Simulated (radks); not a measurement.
Q: The barium ion Ba+, [Xe] 6s1. Method: non-relativistic Kohn-Sham, PBE, spin-polarised, spherical densities, point nucleus; computed with a radial shooting solver on a logarithmic mesh with Libxc functionals. Every spin shell is full or empty, so the densities are truly spherical. Functionals are evaluated on that one density, not self-consistently. Rank these exchange functionals by their error against the exact value of the orbitals, and give that value: LDA, B88, PBE, revPBE, PW91, PW86, SOGGA, EV93, TASK, MVS.

A: Exact: -188.965 hartree. From best to worst, with 100 (|E| - |E exact|)/|E exact| (equal figures are ties): PW91 -0.01, B88 +0.02, MVS +0.04, PW86 -0.24, revPBE -0.30, EV93 -0.38, PBE -0.42, SOGGA -2.20, TASK -2.21, LDA -4.65.
